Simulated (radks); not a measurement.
Values are calculated unless marked as measured or tabulated.
How relativity changes the ionisation of the neodymium ion Nd+ ([Xe] 4f4 6s1) to Nd2+ ([Xe] 4f4). Spin-unpolarised spherical Kohn-Sham, LDA (Slater exchange, Perdew-Wang correlation), point nucleus unless stated (finite: rms radius 4.9123 fm), a radial shooting solver on a logarithmic mesh with Libxc functionals. A level marked "c x" has the speed of light scaled by that factor and shares open shells by 2j + 1; other Dirac levels either fill j = l - 1/2 first or share by 2j + 1.

| level | E(Nd+) (hartree) | E(Nd2+) (hartree) | IE (eV) | HOMO | <r> HOMO (bohr) |
|---|---|---|---|---|---|
| non-rel. | -9280.0782 | -9279.6959 | 10.403 | 6s | 4.165 |
| scalar-rel. | -9616.8777 | -9616.4740 | 10.985 | 4f | 1.105 |
| scalar-rel., finite nucleus | -9616.3566 | -9615.9529 | 10.984 | 4f | 1.105 |
| Dirac, 2j+1 shares | -9622.7590 | -9622.3553 | 10.984 | 4f7/2 | 1.114 |
| Dirac, low j first | -9622.7931 | -9622.3898 | 10.975 | 4f5/2 | 1.099 |
| Dirac, 2j+1 shares, finite nucleus | -9622.2353 | -9621.8317 | 10.984 | 4f7/2 | 1.114 |
| Dirac, c x 0.75 | -9945.3746 | -9944.9472 | 11.630 | 4f7/2 | 1.220 |
| Dirac, c x 1.25 | -9491.4981 | -9491.1031 | 10.750 | 6s1/2 | 4.045 |
| Dirac, c x 1.5 | -9424.1332 | -9423.7424 | 10.635 | 6s1/2 | 4.083 |

NIST Atomic Spectra Database: 10.78 eV (semi-empirical). The relativistic part of the total energy of Nd+ is -342.2 hartree (Dirac, 2j+1 shares, finite nucleus), 3.7 % of the non-relativistic value. Spin polarisation and multiplet splitting of open shells are left out at every level.

Beside tabulated values, note that relativity, absent from the non-relativistic runs, is large for the heavy elements, and spin-unpolarised runs miss the spin-polarisation part of the exchange energy of open shells.
